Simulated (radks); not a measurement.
Valence configurations of the thulium ion Tm+ (all share [Xe]). Method: scalar-relativistic Kohn-Sham, PBEsol, spin-unpolarised, spherical densities, point nucleus; computed with a radial shooting solver on a logarithmic mesh with Libxc functionals. Energies are relative to 4f13 6s1; eigenvalues in eV.

[
 {"valence": "4f13 6s1", "E (eV)": "0.000", "e(4f)": "-9.806", "e(5d)": "-", "e(6p)": "-", "e(6s)": "-9.153"},
 {"valence": "4f13.5 6s0.5", "E (eV)": "0.349", "e(4f)": "-6.285", "e(5d)": "-", "e(6p)": "-", "e(6s)": "-8.294"},
 {"valence": "4f13 6s0.5 6p0.5", "E (eV)": "1.846", "e(4f)": "-10.543", "e(5d)": "-", "e(6p)": "-5.877", "e(6s)": "-9.570"},
 {"valence": "4f14", "E (eV)": "1.860", "e(4f)": "-3.634", "e(5d)": "-", "e(6p)": "-", "e(6s)": "-"},
 {"valence": "4f13 5d1", "E (eV)": "2.700", "e(4f)": "-8.289", "e(5d)": "-5.601", "e(6p)": "-", "e(6s)": "-"},
 {"valence": "4f13 6p1", "E (eV)": "3.692", "e(4f)": "-11.266", "e(5d)": "-", "e(6p)": "-6.247", "e(6s)": "-"},
 {"valence": "4f12 6s2", "E (eV)": "4.019", "e(4f)": "-18.460", "e(5d)": "-", "e(6p)": "-", "e(6s)": "-10.845"},
 {"valence": "4f12 5d1 6s1", "E (eV)": "5.655", "e(4f)": "-16.233", "e(5d)": "-8.072", "e(6p)": "-", "e(6s)": "-9.953"},
 {"valence": "4f12 5d0.5 6s1 6p0.5", "E (eV)": "6.874", "e(4f)": "-18.024", "e(5d)": "-9.292", "e(6p)": "-6.572", "e(6s)": "-10.788"},
 {"valence": "4f12 6s1 6p1", "E (eV)": "8.392", "e(4f)": "-19.897", "e(5d)": "-", "e(6p)": "-7.190", "e(6s)": "-11.602"}
]

NIST lists [Xe] 4f13 6s1 as the ground configuration; this level of theory agrees among the configurations tried. The energies are those of spherical spin-averaged densities, not of single terms.
